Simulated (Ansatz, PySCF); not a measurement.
methyl 2,2-dimethylpropanoate (C6H12O2), SMILES CC(C)(C)C(OC)=O.

Geometry: r2SCAN-D4/def2-SVP.

Vertical ionisation energy (IE) and electron affinity (EA) in eV. Rows of orbital energies are one-electron estimates. Where ΔSCF, EOM or ADC give a negative EA the extra electron is unbound and the value depends on the basis.

```tsv
level	IE	EA
−ε(HOMO), −ε(LUMO), M06-2X/def2-SVP (PySCF)	9.28	-1.59
ΔSCF, PBE0/def2-SVPD (Ansatz), final states of multiplicity 2 and 2	9.90	-1.55
```

### Question
What vertical singlet–triplet gap does ΔSCF give with PBE0/def2-SVPD (Ansatz, a program for electronic structure)? (The exact figures need the calculation; the answer reports its results.)

### Answer
5.22 eV (triplet above singlet where positive).
